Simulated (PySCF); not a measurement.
Computed data sheet: `OB(O)[C@H]1CO[SiH2]C1`

Compound: C3H9BO3Si.
Structure used (PBE0-D3(BJ)/def2-SVP), in Å, numbered top down from 1:
```
atom  x, y, z in Å
O1     1.994    1.306    0.272
B2     1.700    0.027   -0.110
O3     2.614   -0.833   -0.646
C4     0.208   -0.463    0.035
C5    -0.512    0.006    1.303
O6    -1.911   -0.167    1.146
Si7   -2.377   -0.127   -0.467
C8    -0.632    0.041   -1.170
H9     2.902    1.587    0.125
H10    3.499   -0.475   -0.763
H11    0.196   -1.567    0.017
H12   -0.184   -0.569    2.184
H13   -0.287    1.071    1.500
H14   -3.277    1.030   -0.757
H15   -3.091   -1.385   -0.843
H16   -0.422    1.104   -1.383
H17   -0.431   -0.530   -2.088
```

Some functional groups and rings: Si–H bond, C–Si bond and three-coordinate boron.

PBE0-D3(BJ)/def2-SVP geometry optimisation, gas phase (PySCF):

- Point group: C1
- Rotational constants A, B, C: 3.661, 0.975, 0.898 GHz

From wB97X-D/def2-SVPD ground state, ΔSCF and vertical TDDFT (core frozen in the response) (PySCF):

* Dipole moment: 4.28 D
* HOMO energy: -9.47 eV
* LUMO energy: 1.04 eV
* HOMO–LUMO gap: 10.51 eV
* Lowest singlet excitation: 7.11 eV (174 nm, f = 0.005)
* Strongest line among the 10 lowest singlet transitions: S3 at 7.70 eV (161 nm, f = 0.111)
* Lowest triplet excitation (Tamm–Dancoff): 6.84 eV
* Static isotropic polarisability: 83.2 au
* Vertical ionisation energy: 9.72 eV
* Electronic spatial extent ⟨r²⟩ about the centre of nuclear charge: 1321 bohr²

From CAM-B3LYP/pcSseg-1 ground state and GIAO shieldings, non-relativistic (PySCF):

* 13C chemical shifts (computed TMS as zero) by class: 73.0 (C5), 27.8 (C4), 13.8 (C8) ppm
* 1H chemical shifts (computed TMS as zero) by class: 4.84 (H14), 4.76 (H15), 4.06 (H12), 3.68 (H13), 2.92 (H9/H10), 1.17 (H11), 0.87 (H17), 0.76 (H16) ppm
* Isotropic shieldings of nuclei other than C and H, by class: 67 (B2), 218 (O1/O3), 299 (O6), 342 (Si7) ppm

Monoisotopic mass (most abundant isotopes): 132.0414 u.

S1 lies 3.40 eV below the HOMO–LUMO gap; its leading configuration is HOMO→LUMO+1, weight 0.68. The polarisability is 12.33 Å³ as a volume (1 au = 0.148185 Å³), or 1.19 au for each of the 70 electrons. A dipole of 4.28 D is allowed in C1, and pure rotational transitions are dipole-allowed. The ΔSCF ionisation energy exceeds −ε(HOMO) by 0.25 eV with wB97X-D. The vertical singlet–triplet gap S1 − T1 is 0.27 eV (TDDFT singlet less Tamm–Dancoff triplet; S1: HOMO→LUMO+1, weight 0.68; T1: HOMO→LUMO+1, weight 0.69). The principal polarisabilities are 73.2, 76.3 and 100.2 au; their mean is the isotropic value.

 NMR classes are plain means over equivalent atoms (diastereotopic ones count apart unless rotation or inversion swaps them), as if these changed places fast; in this geometry the members of some classes differ.

For the NMR shielding job (CAM-B3LYP/pcSseg-1), on one thread, Arm Neoverse V2 (aarch64), on a shared host, this took 28 s of wall time and 1.1 GiB of memory at its peak.

One conformer stands for the species.
